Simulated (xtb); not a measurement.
H4B, charge -1, singlet, at a GFN2-xTB geometry, atoms displaced at random by about 0.06 Å a coordinate; GFN2-xTB (xtb).

xtb was given this input:
```
$ xtb mol.xyz --gfn 2 --chrg -1 --uhf 0 --opt --json

# file mol.xyz
5

B      0.04669477     0.02916695    -0.04127197
H     -0.78428072    -0.89266383    -0.48495408
H      0.07964289    -0.28978583     1.20297006
H     -0.44004647     1.15339042    -0.09147118
H      1.17197882    -0.19565743    -0.62426822
```

What the program printed (banner, timings and long lists left out):

```
   ID    Z sym.   atoms
    1    5 B      1
    2    1 H      2-5

           -------------------------------------------------
          |                Calculation Setup                |
           -------------------------------------------------

           -------------------------------------------------
          |                 G F N 2 - x T B                 |
           -------------------------------------------------

          ...................................................
          :                      SETUP                      :
          :.................................................:
          :  # basis functions                   8          :
          :  # atomic orbitals                   8          :
          :  # shells                            6          :
          :  # electrons                         8          :
          :  max. iterations                   250          :
          :  Hamiltonian                  GFN2-xTB          :
          :  restarted?                      false          :
          :  GBSA solvation                  false          :
          :  PC potential                    false          :
          :  electronic temp.          300.0000000     K    :
          :  accuracy                    1.0000000          :
          :  -> integral cutoff          0.2500000E+02      :
          :  -> integral neglect         0.1000000E-07      :
          :  -> SCF convergence          0.1000000E-05 Eh   :
          :  -> wf. convergence          0.1000000E-03 e    :
          :  Broyden damping             0.4000000          :
          :  net charge                         -1          :
          :  unpaired electrons                  0          :
          ...................................................

 iter      E             dE          RMSdq      gap      omega  full diag
   1     -3.0355583 -0.303556E+01  0.118E+01   16.99       0.0  T
   2     -3.4490766 -0.413518E+00  0.665E+00   13.18       1.0  T
   3     -3.4542533 -0.517667E-02  0.352E+00   13.39       1.0  T
   4     -3.4494089  0.484442E-02  0.148E+00   13.06       1.0  T
   5     -3.4583694 -0.896051E-02  0.814E-01   13.17       1.0  T
   6     -3.4610824 -0.271304E-02  0.388E-01   13.37       1.0  T
   7     -3.4618727 -0.790231E-03  0.444E-02   13.30       1.0  T
   8     -3.4618748 -0.209040E-05  0.153E-02   13.30       2.9  T
   9     -3.4618742  0.526924E-06  0.110E-02   13.30       4.1  T
[...]
         :: total energy              -3.442030673665 Eh    ::
 * total energy  :    -3.4420307 Eh     change       -0.2714087E-09 Eh
 * total energy  :    -3.4444978 Eh     change       -0.2467104E-02 Eh
 * total energy  :    -3.4487365 Eh     change       -0.4238753E-02 Eh
 * total energy  :    -3.4481830 Eh     change        0.5535297E-03 Eh
 * total energy  :    -3.4491785 Eh     change       -0.9954603E-03 Eh
 * total energy  :    -3.4489819 Eh     change        0.1965366E-03 Eh
 * total energy  :    -3.4492262 Eh     change       -0.2442740E-03 Eh
 * total energy  :    -3.4491974 Eh     change        0.2876458E-04 Eh
 * total energy  :    -3.4492261 Eh     change       -0.2863053E-04 Eh
 * total energy  :    -3.4492287 Eh     change       -0.2659120E-05 Eh
   *** GEOMETRY OPTIMIZATION CONVERGED AFTER 10 ITERATIONS ***
         :: total energy              -3.449228724179 Eh    ::
[...]
         7                          0.4745172              12.9123
         8                          0.6602435              17.9661
      -------------------------------------------------------------
                  HL-Gap            0.6217883 Eh           16.9197 eV
             Fermi-level            0.1618320 Eh            4.4037 eV

     #   Z          covCN         q      C6AA      α(0)
     1   5 B        3.637     0.253    18.201     6.955
     2   1 H        0.909    -0.313    24.998     7.821
     3   1 H        0.909    -0.313    25.048     7.829
     4   1 H        0.909    -0.313    25.047     7.829
     5   1 H        0.909    -0.313    25.055     7.830

 Mol. C6AA /au·bohr⁶  :        589.481494
 Mol. C8AA /au·bohr⁸  :       9313.846553
 Mol. α(0) /au        :         38.264244

Wiberg/Mayer (AO) data.
largest (>0.10) Wiberg bond orders for each atom

 ---------------------------------------------------------------------------
     #   Z sym  total        # sym  WBO       # sym  WBO       # sym  WBO
 ---------------------------------------------------------------------------
     1   5 B    3.583 --     2 H    0.896     3 H    0.896     4 H    0.896
                             5 H    0.896
     2   1 H    0.902 --     1 B    0.896
     3   1 H    0.902 --     1 B    0.896
     4   1 H    0.902 --     1 B    0.896
     5   1 H    0.902 --     1 B    0.896
 ---------------------------------------------------------------------------

Topologies differ in total number of bonds
Writing topology from bond orders to xtbtopo.mol

molecular dipole:
                 x           y           z       tot (Debye)
 q only:       -0.029       0.073       0.014
   full:       -0.029       0.073       0.014       0.204
molecular quadrupole (traceless):
                xx          xy          yy          xz          yz          zz
 q only:        0.006      -0.001      -0.010       0.002      -0.003       0.004
  q+dip:        0.002       0.004      -0.005       0.002      -0.001       0.002
   full:        0.005       0.001      -0.008       0.002      -0.002       0.003

optimized geometry written to: xtbopt.xyz

           -------------------------------------------------
          | TOTAL ENERGY               -3.449228724179 Eh   |
          | GRADIENT NORM               0.000440037078 Eh/α |
          | HOMO-LUMO GAP              16.919721971325 eV   |
           -------------------------------------------------
```
